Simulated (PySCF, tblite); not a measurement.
Isomers of C6H10F3P. Calculated harmonic vibrations of the isolated species, GFN2-xTB (tblite), most abundant isotopes, no scaling. This tight-binding method is rough: wavenumbers can miss measured ones by several per cent, in bad cases by 10 to 20. One conformer each.

Electronic energies: PBE0/pcSseg-1 single points on the GFN2-xTB geometries (PySCF, gas phase).

```csv
SMILES,"electronic energy, lowest = 0 (kJ/mol)"
FC(F)(F)P1CCCCC1,0.0
CP(C1CCC1)C(F)(F)F,95.9
CC(C)=PCCC(F)(F)F,58.4
CCC1CP(C(F)(F)F)C1,71.8
```

Question: How do GFN2-xTB zero-point energies change the relative energies?

Answer: 
```json
{"SMILES": "FC(F)(F)P1CCCCC1", "ZPE (kJ/mol)": "402.3", "of it from modes above 1550 cm⁻¹": "177.2", "electronic (kJ/mol)": "0.0", "with ZPE, lowest = 0 (kJ/mol)": "0.0", "lowest mode (cm⁻¹)": "40", "rings": "1"}
{"SMILES": "CC(C)=PCCC(F)(F)F", "ZPE (kJ/mol)": "393.0", "of it from modes above 1550 cm⁻¹": "178.9", "electronic (kJ/mol)": "58.4", "with ZPE, lowest = 0 (kJ/mol)": "49.1", "lowest mode (cm⁻¹)": "31", "rings": "0"}
{"SMILES": "CCC1CP(C(F)(F)F)C1", "ZPE (kJ/mol)": "398.3", "of it from modes above 1550 cm⁻¹": "179.4", "electronic (kJ/mol)": "71.8", "with ZPE, lowest = 0 (kJ/mol)": "67.8", "lowest mode (cm⁻¹)": "22", "rings": "1"}
{"SMILES": "CP(C1CCC1)C(F)(F)F", "ZPE (kJ/mol)": "395.2", "of it from modes above 1550 cm⁻¹": "179.4", "electronic (kJ/mol)": "95.9", "with ZPE, lowest = 0 (kJ/mol)": "88.8", "lowest mode (cm⁻¹)": "37", "rings": "1"}
```

The zero-point energies span 9.3 kJ/mol, from `CC(C)=PCCC(F)(F)F` to `FC(F)(F)P1CCCCC1`. The order is unchanged.

Question: And how do the electronic energies of GFN2-xTB itself compare?

Answer: `FC(F)(F)P1CCCCC1` 0.0; `CC(C)=PCCC(F)(F)F` 100.0; `CCC1CP(C(F)(F)F)C1` 58.1; `CP(C1CCC1)C(F)(F)F` 73.1 kJ/mol, lowest = 0. Against the energies above, taken from the same isomer `FC(F)(F)P1CCCCC1`, the largest difference is 41.6 kJ/mol.

Question: What do entropy and thermal enthalpy add at 298.15 K and 1 bar (rigid rotor, harmonic oscillator, one conformer each)?

Answer: 
| SMILES | point group | symmetry number | S (J/(mol K)) | H − H(0) (kJ/mol) | ZPE + H − H(0) − TS (kJ/mol) |
| --- | --- | --- | --- | --- | --- |
| FC(F)(F)P1CCCCC1 | Cs | 1 | 419.4 | 29.64 | 306.9 |
| CC(C)=PCCC(F)(F)F | C1 | 1 | 471.2 | 34.85 | 287.4 |
| CP(C1CCC1)C(F)(F)F | C1 | 1 | 451.7 | 32.87 | 293.4 |

Not tabulated: `CCC1CP(C(F)(F)F)C1` (lowest mode only 22 cm⁻¹).
